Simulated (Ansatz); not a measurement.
The first iterations of a band of ClH + F2GeH (6 atoms, charge 0, multiplicity 2).

All numbers below come from Ansatz, UKS B3LYP-D4/def2-SVP.

| Quantity | Value |
| --- | --- |
| movable images | 7 |
| climbing image | yes |
| spring | 5.0 eV/Å² |
| optimiser | quadratic models (default) |
| start path | through a guess of the saddle point |
| force threshold | 0.03 eV/Å |
| iteration limit | 60 |
| end points | relaxed |

Image 0:

```xyz
6
Properties=species:S:1:pos:R:3
Ge -0.094 0.000 -0.260
H -0.804 0.000 3.392
H 1.480 0.000 -0.256
F -0.588 1.378 -1.221
F -0.588 -1.378 -1.221
Cl 0.473 0.000 3.202
```

Image 8:

```xyz
6
Properties=species:S:1:pos:R:3
Ge 0.098 0.608 -0.150
H -0.538 -0.723 2.305
H 1.560 0.049 -0.318
F -0.522 0.889 -1.758
F -0.884 -0.767 0.384
Cl 0.165 -0.056 3.171
```

| iteration | highest image above the first end (eV) | largest band force component (eV/Å) |
| --- | --- | --- |
| 1 | 4.255 | 24.533 |
| 2 | 0.590 | 6.343 |
| 3 | 0.421 | 3.610 |
| 4 | 0.381 | 1.201 |
| 5 | 0.339 | 1.156 |
| 6 | 0.225 | 1.134 |
| 7 | 0.226 | 1.566 |
| 8 | 0.157 | 0.811 |

Q: Does the band converge within its limit, and where does its top end?

A: It converged. It ended after 26 iterations with the highest image 0.000 eV above the first end. The highest image is an end point: on this band no image between the ends rises above it.

Time of the run: 5 min on 4 threads of Arm Neoverse V1, on a shared host, peak memory 0.29 GiB.
